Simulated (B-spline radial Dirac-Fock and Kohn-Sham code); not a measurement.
**Sn³⁺ 3d3/2: cross section and angular parameters**

System: the Sn³⁺ ion in the configuration 1s2 2s2 2p6 3s2 3p6 3d10 4s2 4p6 4d10 5s1; threshold 534.4 eV (orbital energy of the model). These are calculated numbers from a radial finite-basis atomic code; the model is Dirac-Hartree-Slater photoionisation with a Latter tail; cross sections with all multipoles, angular parameters from the dipole term and its interference with E2.

For linearly polarised light dσ/dΩ = σ/(4π) [1 + β P₂(cos θ) + (δ + γ cos²θ) sin θ cos φ], with θ from the polarisation vector and φ the angle between the beam and the projection of the electron momentum on the plane normal to the polarisation.

```
hν (eV)  σ (kb)      β       γ      δ
    675     983  0.550  -0.068  0.004
    721     858  0.662  -0.075  0.008
    903     520  0.956  -0.052  0.024
 1486.9     140  1.220   0.173  0.051
   1540     126  1.226   0.195  0.053
   1690    96.7  1.238   0.255  0.058
   2000    58.6  1.241   0.372  0.068
 2984.4    16.7  1.180   0.675  0.098
   3930    6.71  1.101   0.889  0.128
   4120    5.71  1.085   0.925  0.134
 5414.7    2.21  0.986   1.134  0.175
   6160    1.39  0.936   1.228  0.199
   7190       ?      ?       ?      ?
   7750   0.601  0.844   1.386  0.250
   7780   0.593  0.843   1.389  0.251
   8660   0.397  0.799   1.458  0.279
 9251.7   0.310  0.773   1.499  0.297
  12000   0.114  0.669   1.647  0.379
```

Q: Give the values at 7190 eV.

A: σ = 0.793 kb, β = 0.874, γ = 1.336, δ = 0.232.
